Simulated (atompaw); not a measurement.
Plane-wave convergence, PAW (atompaw) potential for manganese

atompaw 4.2.0.5 input, output lines left out:

```
Mn 25
GGA-PBESOL scalarrelativistic loggrid 1500 logderivrange -8 5 326
4 4 3 0 0 0
4 0 1.5
4 1 0
3 2 5.5
0 0 0
c
c
v
v
c
v
v
v
2
2.25 1.75 1.95 2.20
n
n
y
0.25
n
modrrkj vanderbiltortho besselshape
bessel
1.45
2.25
1.25
1.60
2.25
2.25
```

The pseudo-atom Hamiltonian at the reference potential is diagonalised in spherical Bessel functions j_l(qr) that vanish at 20 bohr, with q² up to the cutoff. All-electron valence levels (Ry): 3s -6.1232, 4s -0.3380, 3p -3.8387, 4p -0.0807, 3d -0.3612.

Problem. How do the lowest levels (Ry) of each channel move with the cutoff, and are there ghosts?

Solution.

```
cutoff (Ry)     s #1     s #2    s #3     p #1     p #2    p #3     d #1    d #2    f #1    f #2  Σ f·Δε (mRy)
          8  -1.3977  -0.0387  0.0630  -1.3347  -0.0207  0.0708  -0.1929  0.0611  0.1093  0.2338       25849.5
         18  -6.1118  -0.3378  0.0071  -2.3270  -0.0635  0.0529  -0.3605  0.0593  0.1093  0.2338        9096.9
         30  -6.1216  -0.3379  0.0071  -3.7680  -0.0805  0.0489  -0.3611  0.0593  0.1093  0.2338         428.0
         50  -6.1231  -0.3380  0.0071  -3.8369  -0.0806  0.0489  -0.3612  0.0593  0.1093  0.2338          10.8
         70  -6.1232  -0.3380  0.0071  -3.8381  -0.0806  0.0489  -0.3612  0.0593  0.1093  0.2338           3.3
        110  -6.1232  -0.3380  0.0071  -3.8386  -0.0806  0.0489  -0.3612  0.0593  0.1093  0.2338           0.5
        400  -6.1232  -0.3380  0.0071  -3.8387  -0.0806  0.0489  -0.3612  0.0593  0.1093  0.2338           0.0
```

Result: no extra level below or beside the all-electron valence levels (s, p, d, f tested); 10 mRy is reached at 60 Ry and 1 mRy at 90 Ry.
